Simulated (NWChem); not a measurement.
F[Si](F)F (SiF3, doublet), optimised at PBE0/def2-SVP with NWChem:

highest occupied level (eV): -7.91
lowest empty minus highest occupied level, either spin (eV): 4.39
dipole (D): 1.41
highest harmonic frequency (cm⁻¹): 969
zero-point energy (kcal/mol): 5.3

Spin-unrestricted.

Task: One Si atom is replaced by S, giving F[S](F)F (SF₃, doublet), optimised at the same level. How do these values move?

Result: 
```csv
quantity,new value,change
highest occupied level (eV),-8.40,-0.49
"lowest empty minus highest occupied level, either spin (eV)",3.90,-0.49
dipole (D),0.96,-0.45
highest harmonic frequency (cm⁻¹),871,-98
zero-point energy (kcal/mol),4.6,-0.7
```
